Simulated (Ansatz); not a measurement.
BiH3O (SMILES [OH][BiH2]) moved off its minimum; all values from Ansatz (a first-principles code), cores frozen in correlated methods. Elements past Kr take the def2 small-core potentials, without spin–orbit coupling.
(charge 0, multiplicity 1)
```xyz
5

Bi     0.0606    -0.1475     0.1903
H     -1.5984     0.0232    -0.8317
H      0.3882    -1.4662    -1.1431
O      1.0519     1.3704    -0.9528
H      1.2564     1.9136    -0.5123
```

Forces at PBE/def2-TZVPP (eV/Å):

```tsv
atom	Fx	Fy	Fz
Bi1	-0.690	-0.108	-1.900
H2	0.862	0.006	0.791
H3	0.061	0.561	0.726
O4	-8.562	-22.550	-17.553
H5	8.328	22.092	17.936
```

### Question
Give the forces (eV/Å), the total energy and the dipole at CCSD(T)/def2-TZVPPD.

### Answer

```csv
atom,Fx,Fy,Fz
Bi1,-0.706,-0.065,-2.220
H2,0.983,0.030,0.876
H3,0.074,0.647,0.823
O4,-8.627,-22.497,-17.139
H5,8.275,21.885,17.660
```
Energy -290.4822 hartree, dipole 3.32 D.
